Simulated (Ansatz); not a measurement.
Input for Ansatz (a program for electronic structure): R-B3LYP/def2-TZVPPD on C4H12O (a complex), monomers drawn apart or pushed together. Files ending in .json are basis or fitting sets from the Basis Set Exchange.

Ansatz 0.2 input:
```yaml
crystal:
  periodic: [false, false, false]
  atoms:
    - {symbol: C, position_ang: [0.48432757, 0.24327887, -0.27983338]}
    - {symbol: O, position_ang: [-0.51380241, -0.51807701, 0.38321416]}
    - {symbol: H, position_ang: [0.75164376, 1.14700212, 0.27856529]}
    - {symbol: H, position_ang: [0.06813634, 0.54281199, -1.24073835]}
    - {symbol: H, position_ang: [1.39336548, -0.34016136, -0.46387932]}
    - {symbol: H, position_ang: [-0.17449668, -0.79623419, 1.23979806]}
    - {symbol: C, position_ang: [-0.30045199, -1.25894857, 4.26083017]}
    - {symbol: C, position_ang: [-0.02165024, 0.10626764, 4.88430115]}
    - {symbol: C, position_ang: [0.33881300, 1.16808119, 3.84849414]}
    - {symbol: H, position_ang: [-0.53234818, -2.00996253, 5.01786386]}
    - {symbol: H, position_ang: [-1.15195257, -1.21195923, 3.57681688]}
    - {symbol: H, position_ang: [0.56903339, -1.62050452, 3.70255729]}
    - {symbol: H, position_ang: [0.79065332, 0.01504159, 5.61108982]}
    - {symbol: H, position_ang: [-0.90063212, 0.43141631, 5.44801065]}
    - {symbol: H, position_ang: [0.52024883, 2.13777894, 4.31518813]}
    - {symbol: H, position_ang: [1.24582092, 0.89090958, 3.30385079]}
    - {symbol: H, position_ang: [-0.46284882, 1.29307239, 3.11698806]}
basis:
  gaussian:
    orbitals: def2-TZVPPD.json
hamiltonian:
  xc: {name: B3LYP}
scf: {lower_state_search: off}
```

Program output:

```
WARN ansatz: RAYON_NUM_THREADS=2 ignored (pool sized by the plan → 2); use --threads N
Functional definition: B3LYP
these checks for a lower state are left out or cut short: stability, starts, cluster_reference, orbital_swaps, neighbouring_geometries, increment
integrals: 0.38 GiB planned
1588 factors; their error is unknown
mean field: 3.47 GiB planned
mean field evaluation 1: about -6377.8403 eV, gradient 8.6e1 eV
mean field evaluation 2: about -6362.0253 eV, gradient 1.2e2 eV
mean field evaluation 4: about -6393.9741 eV, gradient 7.6e0 eV
mean field evaluation 8: about -6394.0267 eV, gradient 8.6e-1 eV
mean field evaluation 16: about -6394.0277 eV, gradient 5.3e-5 eV
mean field -6394.02765263 eV, -234.9761822066 hartree, gradient 1.2e-6 eV, S^2 0.000000; 0 other end points of the search recorded, 0 dependent functions left out
reference -6394.02801382 eV, -234.9761954800 hartree; 22, 22 occupied and 370, 370 virtual orbitals, 1588 factors
Total energy: -6394.02801382 eV, -234.9761954800 hartree
Checks for a lower state left out: stability, starts, cluster_reference, orbital_swaps, neighbouring_geometries, increment
```

The calculation finished and met its thresholds.

Cost: very roughly 5 core-seconds.
